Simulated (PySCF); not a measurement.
Constitutional and geometric isomers with formula C5H6. Isolated molecules, 0 K electronic values unless said otherwise. One relaxed conformer stands for each flexible species; it need not be the lowest. Strings in code marks are SMILES.

The numbers are results of PBE-D3(BJ)/def2-TZVP // B3LYP-D3(BJ)/def2-TZVP run with PySCF, not measurements. 

```json
[
 {"species": "`C#CC1CC1`", "HOMO (eV)": "-6.03", "HOMO–LUMO gap (eV)": "5.97"},
 {"species": "`C=C1CC1=C`", "HOMO (eV)": "-6.00", "HOMO–LUMO gap (eV)": "?"},
 {"species": "`C#CC(=C)C`", "HOMO (eV)": "-5.96", "HOMO–LUMO gap (eV)": "4.27"},
 {"species": "`C#CCC=C`", "HOMO (eV)": "-6.45", "HOMO–LUMO gap (eV)": "?"}
]
```

Question: Some entries are withheld; supply them.

Answer: 
- `C=C1CC1=C`, HOMO–LUMO gap (eV): 3.83
- `C#CCC=C`, HOMO–LUMO gap (eV): 5.46
